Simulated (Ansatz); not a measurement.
```yaml
crystal:
  periodic: [false, false, false]
  atoms:
    - {symbol: Cu, position_ang: [-0.401484, 0.722967, 0.169763]}
    - {symbol: Cu, position_ang: [0.917155, -1.231085, 0.263502]}
    - {symbol: Zn, position_ang: [1.058306, -0.256282, -2.026209]}
    - {symbol: Zn, position_ang: [-1.370948, 0.751785, -2.066757]}
    - {symbol: Zn, position_ang: [-1.086022, -1.688454, -1.140584]}
    - {symbol: Zn, position_ang: [1.211587, -0.256405, 2.498861]}
    - {symbol: Zn, position_ang: [-0.328594, 1.957474, 2.301434]}
basis:
  gaussian: {orbitals: def2-mTZVPP, nuclear_model: gaussian}
hamiltonian: {xc: {name: PBE0}}
scf: {omitted_lower_state_checks: [starts]}
output: {forces: true}
```

```sh
$ ansatz run in.yaml --threads 4 --pin off --events-out ev --progress --plain --max-ram 8704MiB
```

Shortened log:

```
Functional definition: PBE0
2553 factors; integrals over basis functions are off by at most 1.6e-4 eV
mean field evaluation 1: about -331320.7099 eV, gradient 1.0e2 eV
mean field evaluation 2: about -329362.9942 eV, gradient 8.7e2 eV
mean field evaluation 4: about -331332.0998 eV, gradient 5.3e1 eV
mean field evaluation 8: about -331333.9849 eV, gradient 8.7e-1 eV
mean field evaluation 16: about -331334.3411 eV, gradient 1.3e-2 eV
mean field -331334.34113943 eV, -12176.3124503914 hartree, gradient 6.6e-5 eV, S^2 0.000000; 0 other end points of the search recorded, 0 dependent functions left out
reference -331334.34117142 eV, -12176.3124515670 hartree; 104, 104 occupied and 127, 127 virtual orbitals, 2553 factors
Total energy: -331334.34117142 eV, -12176.3124515670 hartree
Atom 0 at    -0.401484     0.722967     0.169763 Å, force    -0.076577     0.109300    -0.000216 eV/Å
Atom 1 at     0.917155    -1.231085     0.263502 Å, force     0.146978    -0.212631     0.018419 eV/Å
Atom 2 at     1.058306    -0.256282    -2.026209 Å, force    -0.016504     0.020108    -0.079444 eV/Å
Atom 3 at    -1.370948     0.751785    -2.066757 Å, force    -0.024577    -0.016283    -0.094098 eV/Å
Atom 4 at    -1.086022    -1.688454    -1.140584 Å, force    -0.051798    -0.005369    -0.060666 eV/Å
Atom 5 at     1.211587    -0.256405     2.498861 Å, force     0.023340     0.034514     0.109446 eV/Å
Atom 6 at    -0.328594     1.957474     2.301434 Å, force    -0.000862     0.070362     0.106559 eV/Å
Dipole moment:    -0.011389     0.081634     0.110206 e Å
Checks for a lower state left out: starts
```

It took 30 s on 4 threads of Arm Neoverse N1 on a shared host, peak host memory 1.3 GiB.
